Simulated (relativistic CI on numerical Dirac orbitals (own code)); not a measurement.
## Energy levels of Er27+

These numbers are calculated, not measured: Dirac-Coulomb-Breit CI, KLI orbitals optimised for each configuration, QED by a radiative potential, unscaled Slater integrals (own radial code, finite nucleus).

Configurations in the expansion (outside the closed core [Ar] 3d10): 4s2.4p6.4d5, 4s2.4p5.4d6, 4s2.4p6.4d4.4f, 4s.4p6.4d6, 4s2.4p5.4d5.4f, 4s.4p6.4d5.4f, 4s2.4p6.4d4.5s, 4s2.4p6.4d3.4f.5s, 4s2.4p6.4d4.5p, 4s2.4p6.4d4.5d, 4s2.4p5.4d5.5s, 4s2.4p6.4d3.5s.5p, 4s2.4p6.4d4.5f, 4s2.4p6.4d4.5g, 4p6.4d6.4f, 4s2.4p6.4d4.6s, 4s2.4p6.4d4.6p, 4s.4p6.4d5.5p, 4p6.4d7, 4p5.4d8, 4p5.4d7.4f, 4s2.4p6.4d3.5s2, 4s2.4p6.4d2.4f.5s2, 4s2.4p5.4d3.4f.5s2, 4s.4p6.4d3.4f.5s2. Double excitations out of closed p, d and f shells are left out; levels of such configurations are missing from the list, as are those of other unlisted configurations, and high levels can miss mixing partners. These lack a partner that the ground configuration has and come out too high: 4s2.4p5.4d5.5s.

The lowest level is 4s2.4p6.4d5 6S_5/2, with 36 % of that term; Hund's rules for 4s2.4p6.4d5 give 6S with J = 5/2, in agreement.

| No. | Configuration | Term | J | E (cm⁻¹) | % | Landé g | Lifetime (s) |
| --- | --- | --- | --- | --- | --- | --- | --- |
| 1 | 4s2.4p6.4d5 | 6S | 5/2 | 0 | 36 | 1.581 |  |
| 2 | 4s2.4p6.4d5 | 6S | 5/2 | 57058 | 32 | 1.229 | 1.49e-04 |
| 3 | 4s2.4p6.4d5 | 4G | 7/2 | 91180 | 43 | 1.142 | 2.53e-04 |
| 4 | 4s2.4p6.4d5 | 4G | 11/2 | 95790 | 46 | 1.141 |  |
| 5 | 4s2.4p6.4d5 | 4D | 3/2 | 96172 | 44 | 1.245 | 7.51e-05 |
| 6 | 4s2.4p6.4d5 | 4G | 9/2 | 106483 | 49 | 1.152 | 1.34e-02 |
| 7 | 4s2.4p6.4d5 | 4D | 5/2 | 111881 | 37 | 1.136 | 2.67e-04 |
| 8 | 4s2.4p6.4d5 | 4P | 1/2 | 119501 | 52 | 1.768 | 2.24e-03 |
| 9 | 4s2.4p6.4d5 | 2F | 7/2 | 130897 | 33 | 1.119 | 1.11e-03 |
| 10 | 4s2.4p6.4d5 | 2D | 5/2 | 150175 | 36 | 1.219 | 4.81e-05 |
| 11 | 4s2.4p6.4d5 | 4D | 7/2 | 163887 | 49 | 1.213 | 1.05e-04 |
| 12 | 4s2.4p6.4d5 | 2I | 11/2 | 165685 | 55 | 1.067 | 1.46e-04 |
| 13 | 4s2.4p6.4d5 | 2D | 3/2 | 166118 | 51 | 0.791 | 2.48e-04 |
| 14 | 4s2.4p6.4d5 | 4G | 9/2 | 174012 | 44 | 1.144 | 1.49e-04 |
| 15 | 4s2.4p6.4d5 | 4D | 1/2 | 179945 | 70 | 0.681 | 8.05e-05 |
| 16 | 4s2.4p6.4d5 | 2I | 13/2 | 180674 | 99 | 1.074 | 6.84e-04 |
| 17 | 4s2.4p6.4d5 | 4P | 3/2 | 189048 | 52 | 1.203 | 3.77e-05 |
| 18 | 4s2.4p6.4d5 | 2F | 5/2 | 191952 | 42 | 1.014 | 7.48e-05 |
| 19 | 4s2.4p6.4d5 | 2H | 9/2 | 209993 | 51 | 1.109 | 5.14e-05 |
| 20 | 4s2.4p6.4d5 | 2G | 7/2 | 213201 | 61 | 0.989 | 2.22e-04 |
| 21 | 4s2.4p6.4d5 | 4F | 5/2 | 220477 | 58 | 1.039 | 5.58e-05 |
| 22 | 4s2.4p6.4d5 | 2D | 3/2 | 227156 | 84 | 0.813 | 1.40e-04 |
| 23 | 4s2.4p6.4d5 | 2F | 7/2 | 239122 | 46 | 1.059 | 8.12e-05 |
| 24 | 4s2.4p6.4d5 | 2S | 1/2 | 239513 | 47 | 1.873 | 5.80e-05 |
| 25 | 4s2.4p6.4d5 | 4P | 5/2 | 252634 | 36 | 1.232 | 2.25e-05 |
| 26 | 4s2.4p6.4d5 | 2G | 9/2 | 258488 | 63 | 1.105 | 1.29e-04 |
| 27 | 4s2.4p6.4d5 | 4F | 7/2 | 275928 | 35 | 1.196 | 3.35e-05 |
| 28 | 4s2.4p6.4d5 | 2H | 11/2 | 281551 | 62 | 1.070 | 3.73e-05 |
| 29 | 4s2.4p6.4d5 | 2D | 3/2 | 290072 | 52 | 0.900 | 2.67e-05 |
| 30 | 4s2.4p6.4d5 | 2D | 5/2 | 302898 | 64 | 1.132 | 3.98e-05 |
| 31 | 4s2.4p6.4d5 | 2G | 9/2 | 307038 | 73 | 1.112 | 5.08e-05 |
| 32 | 4s2.4p6.4d5 | 2P | 3/2 | 310433 | 78 | 1.217 | 8.88e-05 |
| 33 | 4s2.4p6.4d5 | 2D | 5/2 | 319751 | 63 | 1.110 | 4.57e-05 |
| 34 | 4s2.4p6.4d5 | 2G | 7/2 | 326516 | 66 | 0.975 | 4.66e-05 |
| 35 | 4s2.4p6.4d5 | 2P | 1/2 | 358627 | 72 | 1.002 | 4.17e-05 |
| 36 | 4s2.4p6.4d5 | 2D | 3/2 | 402857 | 78 | 0.876 | 2.52e-05 |
| 37 | 4s2.4p6.4d5 | 2D | 5/2 | 404075 | 65 | 1.167 | 1.61e-05 |
| 38 | 4s2.4p5.4d6 | 6F° | 11/2 | 1170228 | 63 | 1.371 | 7.53e-10 |
| 39 | 4s2.4p5.4d6 | 4D° | 7/2 | 1199781 | 39 | 1.366 | 5.80e-11 |
| 40 | 4s2.4p5.4d6 | 4P° | 5/2 | 1199858 | 38 | 1.375 | 4.14e-10 |
| 41 | 4s2.4p5.4d6 | 6D° | 9/2 | 1207084 | 39 | 1.363 | 7.43e-10 |
| 42 | 4s2.4p5.4d6 | 2P° | 1/2 | 1236880 | 30 | 1.496 | 5.26e-10 |
| 43 | 4s2.4p5.4d6 | 6F° | 9/2 | 1241553 | 62 | 1.393 | 2.41e-10 |
| 44 | 4s2.4p5.4d6 | 6P° | 5/2 | 1244169 | 27 | 1.502 | 1.72e-11 |
| 45 | 4s2.4p5.4d6 | 6P° | 3/2 | 1251336 | 33 | 1.961 | 1.95e-11 |

Energies count from the lowest computed level; ° marks odd parity; lifetimes are radiative, by E1, M1, E2, M2, E3 decay to levels of this space only; some are left blank where a channel outside the calculation adds to the decay or the decay crosses a small, uncertain gap.

The mean weight of the leading LS term, summed over parents, in these 45 levels is 52 %, and that of the leading jj configuration (from the same eigenvectors) 79 %, so jj coupling describes them better and the LS labels are nominal.

At this charge energies of transitions that change n are usually good to better than 1 %, and those within a shell (Δn = 0) to a few per cent. Terms inside the open d or f shell come out 10 to 20 % too wide with unscaled integrals.

LS names give the leading component of a level, which can be under half, so a name can repeat, a term be missing and a line seem to break the LS rules.
